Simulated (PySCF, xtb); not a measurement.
C₅H₅Cl, SMILES C#CCC(=C)Cl.

GFN2-xTB run with xtb 6.7.1 at its own geometry gives an orbital gap of 4.77 eV and a dipole moment of 1.59 D.

Geometry optimised at B3LYP-D3(BJ)/def2-SVP. One conformer was computed; it need not be the lowest.

What does PBE/def2-TZVP run with PySCF give? (Estimate from the structure and the level; the computed values follow.)

gap 4.98 eV (levels -6.38 and -1.40 eV), dipole 1.46 D.
